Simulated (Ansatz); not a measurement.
# Appearance energy of a fragment ion: SbH(CH3)(SiH3) → [SiH3]+ + SbH(CH3) + e⁻

Species: SbH(CH3)(SiH3), singlet; [SiH3]+ `[SiH3+]`, singlet; SbH(CH3), doublet. 

Shapes, held fixed at every level: PBE0-D4/def2-TZVP. Programs: Ansatz 0.2.0. Electronic energies: no zero-point or thermal term.

(1) Estimate ΔE of this reaction.

Results:

(1) The highest level, CCSD(T)/def2-TZVPP, gives ΔE = +10.59 eV; the levels span +9.20 to +10.81. The column of differences is taken from that level and isn't an error. No measured value is set beside it here. Open shells run unrestricted. For atoms past krypton def2 sets carry core potentials with scalar relativity. Outer-core shells of Sb are correlated, in sets that cover them unevenly. The onset seen in experiment also holds zero-point changes and kinetic shifts. Times are processor times on shared x86 and Arm servers, and rough.

```json
{"level": "MP2/def2-TZVPP", "kind": "perturbation theory", "ΔE (eV)": "+10.58", "less CCSD(T)/def2-TZVPP": "-0.01", "CPU time (sum over the molecules)": "–"}
{"level": "HF/def2-SVP", "kind": "Hartree–Fock", "ΔE (eV)": "+9.20", "less CCSD(T)/def2-TZVPP": "-1.39", "CPU time (sum over the molecules)": "–"}
{"level": "r2SCAN-D4/def2-TZVPP", "kind": "meta-GGA", "ΔE (eV)": "+10.79", "less CCSD(T)/def2-TZVPP": "+0.20", "CPU time (sum over the molecules)": "28 s"}
{"level": "PBE0-D4/def2-TZVPP", "kind": "global hybrid", "ΔE (eV)": "+10.81", "less CCSD(T)/def2-TZVPP": "+0.22", "CPU time (sum over the molecules)": "17 s"}
{"level": "wB97M-V/def2-TZVPP", "kind": "range-separated hybrid", "ΔE (eV)": "+10.57", "less CCSD(T)/def2-TZVPP": "-0.02", "CPU time (sum over the molecules)": "70 s"}
{"level": "CCSD(T)/def2-SVP", "kind": "coupled cluster or CI", "ΔE (eV)": "+10.27", "less CCSD(T)/def2-TZVPP": "-0.32", "CPU time (sum over the molecules)": "22 s"}
{"level": "CCSD(T)/def2-TZVPP", "kind": "coupled cluster or CI", "ΔE (eV)": "+10.59", "less CCSD(T)/def2-TZVPP": "0.00", "CPU time (sum over the molecules)": "8.6 min"}
```
